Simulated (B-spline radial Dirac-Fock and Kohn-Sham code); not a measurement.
**How the settings move the core levels of Sr⁶⁺**

ΔSCF core binding energies without Breit or QED terms, calculated with an atomic code on a B-spline grid. Keys: rel is the Hamiltonian (dirac, or spin-free x2c and nr, where L3 and M5 stand for the whole 2p and 3d shells), method is hf or an exchange,correlation pair (spin-unpolarised, also for the hole states), nuc the nuclear model, radius_factor scales its radius, rmax is the box in bohr, h the logarithmic mesh step, order the B-spline order, points the quadrature points per cell, c_factor scales the speed of light, and damp, ndamp, maxit and tol steer the iteration. The run stops when the commutator error falls below 10·tol·max(1, Z/10), or the numerical noise floor, and the energy has settled to about 1e-8 Ha; the virial ratio is −V/T.

Base input:

```json
{"items": [{"Z": 38, "q": 6, "cfg": [[1, 0, 2], [2, 0, 2], [2, 1, 6], [3, 0, 2], [3, 1, 6], [3, 2, 10], [4, 0, 2], [4, 1, 2]], "A": 88, "rrms": 4.224, "do": "settings", "holes": ["K", "L3", "M5"],
  "settings": [{"rel": "dirac", "method": "hf", "nuc": "fermi", "radius_factor": 1.0, "rmax": 45.0, "h": 0.3, "order": 8, "points": 10, "c_factor": 1.0, "maxit": 60, "damp": 0.5, "ndamp": 3, "tol": 1e-08}]}]}
```

The ground state converged in 9 iterations, with total energy -3168.11185 Ha, virial ratio 1.97042 and highest orbital energy -102.57 eV. ΔSCF binding energies: K (1s) 16246.7 eV, L3 (2p3/2) 2044.2 eV, M5 (3d5/2) 230.6 eV.

Changes from the base run:

```csv
changed setting,Δ total energy (Ha),Δ K (eV),Δ L3 (eV),Δ M5 (eV),iterations
tol = 0.0001,0.00000,0.00,0.00,0.00,8
radius_factor = 0.8,-0.01101,+0.13,0.00,0.00,9
"rel = "x2c"; method = "lda,vwn"; tol = 0.0001",+3.19730,-15.81,+12.04,+2.14,8
rel = "x2c",+0.72280,-10.45,+21.80,+0.74,9
order = 7,+0.00001,0.00,0.00,0.00,9
rel = "x2c"; h = 0.18; c_factor = 1.5,?,?,?,?,?
nuc = "sphere",+0.00003,0.00,0.00,0.00,9
```

Question: What does the change rel = "x2c"; h = 0.18; c_factor = 1.5 do?

Answer: The total energy moves by +26.55793 Ha and the binding energies by K -187.86 eV, L3 +11.81 eV, M5 +2.08 eV; the run takes 9 iterations.
